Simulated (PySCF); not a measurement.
Magnetic susceptibility: `O=C(O)c1[nH]ccc1S`, C5H5NO2S

Cartesian coordinates in Å; atom numbers follow the order of the lines, from 1:
```xyz
14

O    -2.4259    0.6911   -0.3351
C    -1.6278   -0.2282   -0.2952
O    -2.0152   -1.5102   -0.4882
C    -0.2223   -0.0943   -0.0489
N     0.6482   -1.1565   -0.0126
C     1.8916   -0.7077    0.2404
C     1.8594    0.6600    0.3746
C     0.5253    1.0609    0.1934
S    -0.0934    2.6855    0.2561
H    -2.9705   -1.5310   -0.6476
H     0.3643   -2.1113   -0.1569
H     2.7282   -1.3749    0.3113
H     2.6879    1.3063    0.5787
H    -1.3505    2.3100    0.0079
```

Theory: PySCF 2.14.0, GIAO BHandHLYP/3-21G magnetisability, rotational g tensor and spin-rotation constants, non-relativistic, gas phase. Geometry: GFN2-xTB.

(1) How diamagnetic is it, and how anisotropic?

(2) Split it along the inertial axes a, b, c into diamagnetic and paramagnetic parts about the centre of mass, with the quadrupole moment.

(3) And the rotational g tensor?

## Answers

(1) Isotropic -1453 × 10⁻³⁰ J/T², or -87.5 × 10⁻⁶ cm³/mol; principal values -1912, -1267, -1181 × 10⁻³⁰ J/T², anisotropy 692 × 10⁻³⁰ J/T² (root of half the summed squared differences of the principal values). The susceptibility is in cgs units.

(2) 
| axis | χ (10⁻⁶ cm³/mol) | diamagnetic (10⁻⁶ cm³/mol) | paramagnetic (10⁻⁶ cm³/mol) | summed x² of all electrons (Å²) | quadrupole Θ (D Å) |
| --- | --- | --- | --- | --- | --- |
| a | -71.3 | -736.9 | 665.6 | 194.7 | +5.62 |
| b | -76.1 | -880.9 | 804.8 | 160.7 | +4.35 |
| c | -115.1 | -1507.5 | 1392.4 | 13.0 | -9.97 |

Anisotropies 2χaa − χbb − χcc = +48.7 and 2χbb − χaa − χcc = +34.1 × 10⁻⁶ cm³/mol. Θ is traceless in Buckingham's convention.

(3) 
```tsv
axis	rotational constant (GHz)	g	nuclear part	electronic part
a	1.8300	-0.0263	0.5459	-0.5722
b	1.4619	-0.0171	0.5356	-0.5527
c	0.8127	+0.0086	0.5402	-0.5316
```
Asymmetric top; isotopes 12C, 1H, 14N, 16O, 32S; no vibrational averaging.
